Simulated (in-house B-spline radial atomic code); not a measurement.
Spin-orbit splittings of orbital energies (j = l + 1/2 less j = l - 1/2) and ratios of mean radii (lower j over upper j) along the 24-electron series, configuration [Ar] 3d6. Computed with a B-spline radial code for spherical atoms: Dirac-Hartree-Fock, average of the configuration, finite nuclei.

| ion | Z | splitting of 3d (eV) | radius ratio of 3d | splitting of 2p (eV) | radius ratio of 2p | splitting of 3p (eV) | radius ratio of 3p |
| --- | --- | --- | --- | --- | --- | --- | --- |
| Eu39+ | 63 | 33.415 | 0.984 | 656.16 | 0.92292 | 150.17 | 0.95439 |
| Gd40+ | 64 | 36.103 | 0.98345 | 704.56 | 0.92028 | 162.08 | 0.95286 |
| Tb41+ | 65 | ? | ? | ? | ? | ? | ? |
| Dy42+ | 66 | 41.965 | 0.98233 | 810 | 0.91481 | 188.15 | 0.94968 |
| Ho43+ | 67 | 45.152 | 0.98176 | 867.32 | 0.912 | 202.4 | 0.94804 |
| Er44+ | 68 | 48.518 | 0.98118 | 927.89 | 0.90912 | 217.49 | 0.94636 |
| Tm45+ | 69 | ? | ? | ? | ? | ? | ? |
| Yb46+ | 70 | 55.816 | 0.97998 | 1059.38 | 0.9032 | 250.42 | 0.94289 |
| Lu47+ | 71 | 59.762 | 0.97936 | 1130.62 | 0.90014 | 268.34 | 0.9411 |

Task: Fill in the row of Tb41+.

Result: splitting of 3d (eV): 38.951; radius ratio of 3d: 0.9829; splitting of 2p (eV): 755.8; radius ratio of 2p: 0.91757; splitting of 3p (eV): 174.73; radius ratio of 3p: 0.95129.

Task: Fill in the row of Tm45+.

Result: splitting of 3d (eV): 52.07; radius ratio of 3d: 0.98058; splitting of 2p (eV): 991.86; radius ratio of 2p: 0.90619; splitting of 3p (eV): 233.49; radius ratio of 3p: 0.94464.

Task: With what power of Z does the column «splitting of 3d (eV)» change over this range?

Result: A fit of the logarithm of its size against log Z from Z = 63 to 71 has slope 4.86. An unscreened hydrogenic electron would give 4 at low Z; screening makes the apparent power larger near the neutral end, and relativity raises it again at high Z.
